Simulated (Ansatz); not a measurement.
H2OZn (SMILES [OH][ZnH]) moved off its minimum; all values from Ansatz (a quantum-chemistry and plane-wave program), cores frozen in correlated methods.
(charge 0, multiplicity 1)
```xyz
4

Zn    -0.3412    -0.1014     0.1754
H     -1.7688    -0.7723     0.0663
O      1.0487     0.3591     0.1419
H      1.5598     1.3381     0.1174
```

Give the forces (eV/Å), the total energy and the dipole at CCSD(T)/def2-TZVPPD.


| atom | Fx | Fy | Fz |
|---|---|---|---|
| Zn1 | -16.654 | -5.765 | 0.076 |
| H2 | 0.835 | 0.416 | 0.189 |
| O3 | 18.082 | 9.913 | -0.403 |
| H4 | -2.264 | -4.564 | 0.138 |
Energy -1854.5262 hartree, dipole 1.68 D.
